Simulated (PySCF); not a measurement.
**A series of related molecules**

Computed with TDDFT CAM-B3LYP/aug-cc-pVDZ circular dichroism and optical rotation, one conformer, gas phase in PySCF. Geometry: GFN2-xTB.

Each molecule in one low-energy conformer. The parent is C=C[C@@H]1C[P@H+]1CO.

The molecule is flexible and this is one conformer; a measurement averages over conformers.

Problem. How does the specific rotation at 589.3 nm (origin-invariant length gauge) change along this series?
- C=C[C@@H]1C[P@H+]1CO (base)
- C=C[C@@H]1C[P@@H+]1CO (diastereomer)

Solution. 
```tsv
molecule	[α]589 (deg dm⁻¹ (g/mL)⁻¹)	S1 (eV)	R(S1), velocity form (10⁻⁴⁰ esu² cm²)
C=C[C@@H]1C[P@H+]1CO	-276.5	5.52	-17.9
C=C[C@@H]1C[P@@H+]1CO	+1375.9	5.08	+125.3
```
The specific rotation at 589.3 nm (origin-invariant length gauge) is lowest for C=C[C@@H]1C[P@H+]1CO and highest for C=C[C@@H]1C[P@@H+]1CO.
